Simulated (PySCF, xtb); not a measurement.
B(OH)2(SMe) (CH₅BO₂S), SMILES CSB(O)O.

Coordinates come from a B3LYP-D3(BJ)/def2-SVP optimisation. Other conformers were not sampled.

Level of theory: C-PCM-M06-2X/def2-SVP run with PySCF 2.14.0.

The values are the electrostatic part of the solvation free energy, E(continuum) − E(gas) at the gas-phase geometry, in a cavity of scaled van der Waals radii (PySCF's table); cavitation and dispersion terms are not included. In vacuum the orbital gap is 9.20 eV. The dipole moment in vacuum is 3.69 D.

```tsv
solvent	ε	ΔG(elec) (kcal/mol)	dipole (D)	gap (eV)
water	78.36	-10.6	4.60	10.31
2-propanol	19.26	?	?	?
diethylether	4.24	-7.9	4.36	10.06
```

Problem. What belongs in the gaps? (Estimate from the structure and the level; the computed values follow.)

Solution. 
- 2-propanol, ΔG(elec) (kcal/mol): -10.1
- 2-propanol, dipole (D): 4.55
- 2-propanol, gap (eV): 10.28

For comparison, GFN2-xTB/ALPB(water) (xtb, at the GFN2-xTB geometry, all terms of that model) gives -9.3 kcal/mol.
